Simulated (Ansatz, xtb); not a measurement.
**ClH2OSn+: which of two structures lies lower**

Structure a is `[OH2+][Sn][Cl]`, a singlet and structure b is a singlet given by its coordinates. Both are isolated ions in the gas phase, relaxed with r2SCAN-D4/def2-SVP; the shapes shown needn't be the lowest conformers.

a (Å):

```xyz
5

Cl    2.5758    1.7168   -2.4077
O     1.1281    1.2915    0.3181
Sn    0.5816    2.5436   -1.5135
H     1.9509    0.7683    0.3176
H     0.6791    1.1562    1.1708
```

b (Å):

```tsv
atom	x (Å)	y (Å)	z (Å)
Cl	-1.7235	-0.9563	0.3413
O	1.3228	-0.4110	0.6876
Sn	0.4430	0.4031	-0.8367
H	2.2436	-0.3829	0.9927
H	-2.7565	-0.7106	-0.4072
```

Close contacts (Å): Cl1–Sn3 2.82, O2–Sn3 1.94, Cl1–H5 1.30, O2–H4 0.97.

Q: Estimate E(b) − E(a) at the level CCSD(T)/def2-TZVPP.

A: Calculated at CCSD(T)/def2-TZVPP: E(b) − E(a) = +111.0 kJ/mol, so structure a lies lower.

How the difference moves with the method:

```
             level            geometry  E(b) − E(a) (kJ/mol)  departure from the last row (kJ/mol)  job, with rough time for the two
r2SCAN-D4/def2-SVP  r2SCAN-D4/def2-SVP                  +125.5                                 +14.5                optimisation, 60 s
     HF/def2-TZVPP  r2SCAN-D4/def2-SVP                  +130.5                                 +19.5           part of the CCSD(T) run
    MP2/def2-TZVPP  r2SCAN-D4/def2-SVP                  +112.1                                  +1.1           part of the CCSD(T) run
CCSD(T)/def2-TZVPP  r2SCAN-D4/def2-SVP                  +111.0                                                      single point, 94 s
```

The levels shown agree on the order. The largest departure from CCSD(T)/def2-TZVPP is that of HF/def2-TZVPP, 19.5 kJ/mol. Levels run at GFN2-xTB geometries aren't shown.

With harmonic frequencies from r2SCAN-D4/def2-SVP (ideal gas, rigid rotor, one conformer each, 298.15 K, 1 atm): the zero-point term adds −11.9 kJ/mol; ΔH is +100.4 and ΔG +97.0 kJ/mol.

The correlated steps freeze 10 core orbitals; the filled d shell of Sn is correlated, in a basis made for valence electrons. Atoms past krypton carry core potentials in the def2 sets and no spin–orbit term is included. Programs: Ansatz 0.2.0; the last row on 1 thread of Intel(R) Xeon(R) Platinum 8259CL CPU @ 2.50GHz (Skylake/Cascade Lake) on a shared host.
